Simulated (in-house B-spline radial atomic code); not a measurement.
The numbers below are computed, except where a source is named.
**I in an electron gas of r_s = 1.65: phase shifts, screening and friction**

A nucleus sits in a uniform electron gas with a rigid positive background. The Kohn-Sham equations are solved self-consistently in the spin-unpolarised LDA (PW92), non-relativistic, on B-splines with outgoing waves at the boundary and partial waves to l = 8. The model has no lattice, no bands and no magnetic solution. Atomic units; δ_l are the phase shifts at the Fermi level, counted so that each bound state adds π, and good to about 0.0005.

The density parameter is r_s = 1.65 bohr.

```tsv
l	δ_l (rad)
0	13.1101
1	10.6690
2	7.0182
3	0.3543
4	0.0449
5	0.0104
6	0.0027
7	0.0008
8	0.0003
```

Bound levels below the band bottom (hartree): d -22.06, s -5.645, p -4.105, d -1.48, s -0.2345 and deeper ones.

Task: Check the Friedel sum rule, and say where the screening charge sits.

Result: k_F = (9π/4)^(1/3)/r_s = 1.16313. The rule is Z = (2/π) Σ (2l + 1) δ_l. The terms are s 8.346, p 20.376, d 22.340, f 1.579 and 0.363 beyond, in all 53.004 against Z = 53. Bound states hold 10 s, 18 p, 20 d electrons, so the scattering states carry 5.00 in all; where a term is smaller than its bound count, the bound level has drawn weight out of the band.

Task: Find the transport cross section and the electronic stopping of a 5 keV I ion (mass 126.9 u).

Result: σ_tr = (4π/k_F²) Σ (l + 1) sin²(δ_l − δ_(l+1)). The terms for l = 0 to 3 are 0.4155, 0.4753, 0.4142, 0.3708, all together 1.6822, so σ_tr = 9.289 × 1.6822 = 15.625 bohr². With n = 3/(4π r_s³) = 0.05314, the friction coefficient is Q = n k_F σ_tr = 0.9659. For v well below v_F = 1.163, dE/dx = Q v; with 24801 eV per u at v = 1, v = √(5000/(24801 × 126.9)) = 0.0399, so dE/dx = 0.03850 hartree/bohr = 19.8 eV/nm. The largest term couples the p and d waves.
